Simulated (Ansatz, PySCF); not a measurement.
Process, species as SMILES: CCCCl -> [CH2]CCCl + H atom (the C-H bond at the site shown breaks; other sites are not compared here)
Each molecule is optimised on its own at B3LYP-D3(BJ)/def2-TZVP (Ansatz, a program for electronic structure), one conformer each, not searched for the lowest.

Property: bond dissociation energy (enthalpy at 298 K, with B3LYP-D3(BJ) rigid-rotor harmonic-oscillator terms from PySCF), in kcal/mol. Valence correlation only, unless marked. Open shells are spin-unrestricted. No spin-orbit coupling. No relativistic terms. Basis-set limits of correlation are two-point, X^-3; Hartree-Fock from the larger set. The bracket is a focal-point correction in the basis named.

Level to compare with: RI-MP2/CBS(cc-pV(T+d)Z,cc-pV(Q+d)Z)+[CCSD(T)-MP2]/cc-pV(D+d)Z (Ansatz), 102.9 kcal/mol. It is a level with limits of its own, and the differences hold the functionals' basis error too.

Problem. Rank these functionals by how close they come to RI-MP2/CBS(cc-pV(T+d)Z,cc-pV(Q+d)Z)+[CCSD(T)-MP2]/cc-pV(D+d)Z, closest first: B97M-V/def2-TZVPD (Ansatz); r2SCAN/def2-TZVPD (Ansatz); wB97M-V/def2-TZVPD (Ansatz); BHLYP/def2-TZVPD (Ansatz).

Solution. wB97M-V/def2-TZVPD (range-separated hybrid meta-GGA with VV10, 101.5 kcal/mol, difference -1.4), B97M-V/def2-TZVPD (meta-GGA with VV10, 99.6 kcal/mol, difference -3.3), BHLYP/def2-TZVPD (global hybrid, 98.0 kcal/mol, difference -4.9), r2SCAN/def2-TZVPD (meta-GGA, 95.9 kcal/mol, difference -7.0)
